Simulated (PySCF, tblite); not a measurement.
Isomers of C2H13Si4 (doublet state), one GFN2-xTB conformer each. Single-point energies are computed at B3LYP/pcH-1 (PySCF, gas phase, no added dispersion term), electronic only. GFN2-xTB treats the open shell by occupation alone, and not every SCF solution was tested for stability.

```
                           SMILES  GFN2-xTB relative energy (kcal/mol)
[CH2][Si@@H]([SiH3])[SiH2]C[SiH3]                                 17.9
    C[CH][SiH2][SiH2][SiH2][SiH3]                                 16.4
    C[Si@@H]([SiH2])[SiH2]C[SiH3]                                  0.0
```

Conformers: `[CH2:1][Si@@H:2]([SiH3:3])[SiH2:4][CH2:5][SiH3:6]` (doublet state) with H–C1–Si2–Si3 125° and -57°, C1–Si2–Si4–C5 -54°, Si2–Si4–C5–Si6 -173°; `[CH3:1][CH:2][SiH2:3][SiH2:4][SiH2:5][SiH3:6]` (doublet state) with C1–C2–Si3–Si4 77°, C2–Si3–Si4–Si5 -173°, Si3–Si4–Si5–Si6 57°; `[CH3:1][Si@@H:2]([SiH2:3])[SiH2:4][CH2:5][SiH3:6]` (doublet state) with C1–Si2–Si3–H 179° and 47°, C1–Si2–Si4–C5 95°, Si2–Si4–C5–Si6 -66°.

**Question.** What does B3LYP/pcH-1 give for the same structures?

**Answer.** 
```csv
SMILES,B3LYP/pcH-1 E (Eh),B3LYP/pcH-1 (kcal/mol),GFN2-xTB (kcal/mol),point group
C[Si@@H]([SiH2])[SiH2]C[SiH3],-1242.03530,0.0,0.0,C1
[CH2][Si@@H]([SiH3])[SiH2]C[SiH3],-1242.01755,11.1,17.9,C1
C[CH][SiH2][SiH2][SiH2][SiH3],-1242.01186,14.7,16.4,C1
```

Both levels put the same isomer lowest; measured from each level's own lowest isomer, the values differ by up to 6.8 kcal/mol ([CH2][Si@@H]([SiH3])[SiH2]C[SiH3]: 17.9 against 11.1). Neighbours under 5.0 kcal/mol apart ([CH2][Si@@H]([SiH3])[SiH2]C[SiH3] and C[CH][SiH2][SiH2][SiH2][SiH3]) can change places with a better method, another conformer or zero-point energy.

**Question.** What happens when harmonic zero-point energies from GFN2-xTB frequencies are added?

**Answer.** 
| SMILES | ZPE (kcal/mol) | electronic (kcal/mol) | with ZPE (kcal/mol) |
| --- | --- | --- | --- |
| C[Si@@H]([SiH2])[SiH2]C[SiH3] | 79.6 | 0.0 | 0.0 |
| [CH2][Si@@H]([SiH3])[SiH2]C[SiH3] | 76.3 | 11.1 | 7.9 |
| C[CH][SiH2][SiH2][SiH2][SiH3] | 77.3 | 14.7 | 12.4 |

The zero-point energies span 3.3 kcal/mol. The order is unchanged.
